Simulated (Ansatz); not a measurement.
Name a neutral molecule of C, O, S, Si and H with size of the dipole moment (B3LYP/def2-TZVPP) between 1.00 and 1.30 D and LUMO energy (PBE0/def2-TZVPP) between 0.05 and 0.35 eV (Ansatz, PBE0-D4/def2-TZVP geometry).

`CS[SiH2]O` (1.11 D, 0.25 eV); `O[SiH2]CS` (1.20 D, 0.09 eV); `COCS[SiH3]` (1.14 D, 0.25 eV); `OC(S)O[SiH3]` (1.24 D, 0.08 eV); `CS[SiH](O)O` (1.18 D, 0.19 eV); `C[Si](O)([SiH3])S` (1.14 D, 0.09 eV). Other molecules can fit too; these were computed, each in one conformer that needn't be the lowest.

B3LYP here is the variant with VWN-RPA as its local correlation; programs differ in this.
